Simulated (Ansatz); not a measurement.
Cost and result for the atomization energy of C$_{2}$H$_{5}$FGe, SMILES `F/C=[CH]/[GeH3]` (9 atoms, 8 bonds).

Cartesian coordinates in Å:
```
F -1.739 -1.208 -1.787
C -1.166 -0.414 -0.875
C 0.072 -0.592 -0.453
Ge 0.855 0.580 0.867
H -1.846 0.365 -0.546
H 0.643 -1.418 -0.869
H 1.261 -0.220 2.116
H 2.107 1.265 0.296
H -0.187 1.643 1.251
```

Charge 0, multiplicity 1. Correlated methods include outer-core shells of Ge, which these sets cover unevenly. Scalar relativity is left out up to krypton. The structure was optimised at the PBE0-D4/def2-TZVP level. Program: Ansatz. All runs use 4 threads of an Arm Neoverse V2 on a shared host. Times are those of one run each, without the atoms' runs, and a repeat can differ threefold. Electronic energies, without spin–orbit coupling; frozen cores. CCSD(T)/CBS adds CCSD(T) − MP2 in def2-TZVPP to the MP2 limit, and its time is that of the two runs behind it. T1 = 0.012. With those shells the extrapolation isn't a true limit. B3LYP takes the VWN-RPA correlation (the form of Gaussian; ORCA's B3LYP/G).

CCSD(T)/CBS is a level of theory with its own doubt, some kJ/mol a heavy atom from the limit and from the frozen cores, so smaller differences don't rank the functionals.

```
                             level  functions  wall time
   PBE-D4/def2-TZVPP (with forces)        211      1.4 s
                PBE0-D4/def2-TZVPP        211      1.7 s
 B3LYP-D4/def2-TZVPP (with forces)        211      2.5 s
r2SCAN-D4/def2-TZVPP (with forces)        211        3 s
                 B2PLYP/def2-TZVPP        211        3 s
                ωB97X-V/def2-TZVPP        211      4.8 s
  ωB97M-V/def2-TZVPP (with forces)        211        7 s
                    MP2/def2-QZVPP        410       12 s
                CCSD(T)/def2-TZVPP        211       70 s
                 CCSD(T)/CBS(def2)          –       82 s
```

Task: What atomization energy does each give, and how far from CCSD(T)/CBS? (Best estimate.)

Result: Ansatz gave: 
| level | atomization (kcal/mol) | difference from CCSD(T)/CBS | per bond |
| --- | --- | --- | --- |
| PBE-D4/def2-TZVPP (with forces) | 768.7 | 13.4 | 1.7 |
| PBE0-D4/def2-TZVPP | 754.2 | -1.1 | -0.1 |
| B3LYP-D4/def2-TZVPP (with forces) | 752.1 | -3.2 | -0.4 |
| r2SCAN-D4/def2-TZVPP (with forces) | 757.0 | 1.7 | 0.2 |
| B2PLYP/def2-TZVPP | 746.1 | -9.2 | -1.2 |
| ωB97X-V/def2-TZVPP | 756.6 | 1.3 | 0.2 |
| ωB97M-V/def2-TZVPP (with forces) | 753.1 | -2.2 | -0.3 |
| MP2/def2-QZVPP | 757.3 | 2.0 | 0.3 |
| CCSD(T)/def2-TZVPP | 739.5 | -15.8 | -2.0 |
| CCSD(T)/CBS(def2) | 755.3 | 0.0 | 0.0 |

In def2-TZVPP, CCSD(T) changes the Hartree–Fock value by +192.0 kcal/mol (the triples alone add +11.8 kcal/mol) and MP2 by +200.6 kcal/mol; breaking electron pairs costs correlation energy, which Hartree–Fock lacks. From PBE to PBE0 (25 % exact exchange), in def2-TZVPP and without D4, the atomization energy moves by −13.9 kcal/mol: exact exchange takes away binding that semilocal exchange gives to molecules. The D4 term adds +5.7 kcal/mol with B3LYP and +3.0 kcal/mol with PBE0; it sums over pairs of atoms, weighted by their polarisabilities, and B3LYP, whose exchange is more repulsive, gets the larger term.
